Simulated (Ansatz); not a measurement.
Input file for CH6SSeSi, SMILES `CS[SiH2][SeH]`:

```yaml
crystal:
  periodic: [false, false, false]
  atoms:
    - {symbol: C, position_ang: [0.022250, 1.456746, 0.936495]}
    - {symbol: S, position_ang: [-0.300307, -0.200435, 1.601168]}
    - {symbol: Si, position_ang: [0.109030, -1.374945, -0.111957]}
    - {symbol: Se, position_ang: [-1.246672, -0.820821, -1.871780]}
    - {symbol: H, position_ang: [-0.281340, 2.167749, 1.703951]}
    - {symbol: H, position_ang: [1.082359, 1.592061, 0.723305]}
    - {symbol: H, position_ang: [-0.567005, 1.626933, 0.035204]}
    - {symbol: H, position_ang: [1.501880, -1.205719, -0.599302]}
    - {symbol: H, position_ang: [-0.136738, -2.769428, 0.324454]}
    - {symbol: H, position_ang: [-0.100356, -0.523243, -2.738638]}
basis:
  gaussian: {orbitals: def2-TZVPP}
correlation: {method: ccsd_t}
```

```sh
$ ansatz run in.yaml --threads 4 --pin off --events-out ev --progress --plain --max-ram 10444MiB
```

Log, shortened:

```
Functional definition: HF
1453 factors; integrals over basis functions are off by at most 9.6e-4 eV
mean field evaluation 1: about -85108.4522 eV, gradient 2.2e1 eV
mean field evaluation 2: about -85108.7538 eV, gradient 2.3e1 eV
mean field evaluation 4: about -85110.6408 eV, gradient 3.3e0 eV
mean field evaluation 8: about -85110.6864 eV, gradient 1.9e-1 eV
mean field evaluation 16: about -85110.6866 eV, gradient 1.7e-6 eV
mean field -85110.68663165 eV, -3127.7600436179 hartree, gradient 1.7e-6 eV, S^2 0.000000; 0 other end points of the search recorded, 0 dependent functions left out
20 core orbitals not correlated: weight in the atoms' cores, before any rotation towards them, 1.000 or more for the frozen orbitals, at most 0.000 for the correlated occupied ones
reference -85110.68663165 eV, -3127.7600436179 hartree; 18, 18 occupied and 209, 209 virtual orbitals, 1453 factors
second order -20.54561996 eV of doubles, -0.00000000 eV of singles
cycle   1  -21.26197902 eV  change   -7.2e-1 eV  update   9.9e-2
cycle   2  -21.84625523 eV  change   -5.8e-1 eV  update   2.8e-2
cycle   3  -21.91595123 eV  change   -7.0e-2 eV  update   1.2e-2
cycle   4  -21.90685973 eV  change    9.1e-3 eV  update   3.0e-3
cycle   5  -21.90689604 eV  change   -3.6e-5 eV  update   1.3e-3
cycle   6  -21.90652490 eV  change    3.7e-4 eV  update   3.7e-4
cycle   7  -21.90638864 eV  change    1.4e-4 eV  update   1.3e-4
cycle   8  -21.90643034 eV  change   -4.2e-5 eV  update   4.6e-5
cycle   9  -21.90643502 eV  change   -4.7e-6 eV  update   1.7e-5
perturbative correction -0.90451459 eV, -0.0332402981 hartree
Total energy: -85133.49758126 eV, -3128.5983305541 hartree
```

It took 3.1 min on 4 threads of an Arm Neoverse V1 on a shared host, with 4.8 GiB of host memory at the peak.

The correlation energy is -22.811 eV, 4.0 % of it from (T); the T1 diagnostic reads 0.0100.
